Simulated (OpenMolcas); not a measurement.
**Sc2+: effect of the IPEA shift**

| Property | Result |
| --- | --- |
| Program | OpenMolcas 26.06 |
| Basis | ANO-RCC-VTZP [6s5p3d2f1g] |
| Scalar Hamiltonian | DKH2, point nucleus |
| Active space | 1 electron in 6 orbitals (3d 4s) |
| State averaging | 2S+1 = 2 even, 6 roots |
| Spin-orbit coupling | RASSI with atomic mean-field integrals over the reference wave functions, term energies averaged over their components |

Methods on the same reference wave functions:
A. CASSCF
B. SS-CASPT2, IPEA 0 Eh, imaginary shift 0.1 Eh (closed shells correlated: 3s 3p)
C. SS-CASPT2, IPEA 0.25 Eh, imaginary shift 0.1 Eh (closed shells correlated: 3s 3p)

Energies in cm⁻¹ above 3d ²D_3/2, the measured ground level; measured values from Sugar and Corliss, J. Phys. Chem. Ref. Data 9, 473 (1980).

```tsv
Level	A	B	C	Measured
3d ²D_3/2	0.0	0.0	0.0	0.0
3d ²D_5/2	195	195	195	198
4s ²S_1/2	25590	24870	24980	25539
```

Deviations, from unrounded energies. A percentage is the sum of absolute deviations over the sum of measured energies, with the sign that they share, or ± where signs differ.

```csv
Against measurement,Levels,A,B,C
mean absolute deviation (cm-1),2,27,340,280
fine structure of the ground term (%),1,-1.4,-1.4,-1.4
other configurations (%),1,+0.2,-2.6,-2.2
```

A lies closest to measurement on these levels and B furthest from it. The largest miss of A in the table is 4s ²S_1/2, by +51 cm-1. The ranking rests on the paired levels alone, and a cruder setting can come out closer through cancelling errors.

Between B and C the level of the table that moves most is 4s ²S_1/2, by 110 cm-1 (lowest in B, highest in C). Moves below CASPT2's spread within the term are not significant.

The mean deviations of B to C differ by less than CASPT2's widest spread within a term (85 cm-1), so their order carries little weight.

The lowest spin-free term lies below A's lowest term by 0.269 hartree in B, 0.268 hartree in C.

CASPT2 does not keep the components of a term degenerate, so their means are used; among the terms shown or strongly mixed into the levels shown the widest spread is 85 cm-1 (3d ²D, C). With one active electron the reference holds no correlation, so core polarisation is missing (holds for A). With one active electron, CASPT2 adds the correlation within the correlated inactive shells and between them and that electron, and leaves the splitting within a term as the reference gives it (holds for B; C). Computed and measured levels are paired by configuration, term and J; levels that our copy of the source lacks, or whose pairing is in doubt (as where it misses far off the trend of its configuration), stay unpaired and out of the deviations. Only configurations of the active space appear.
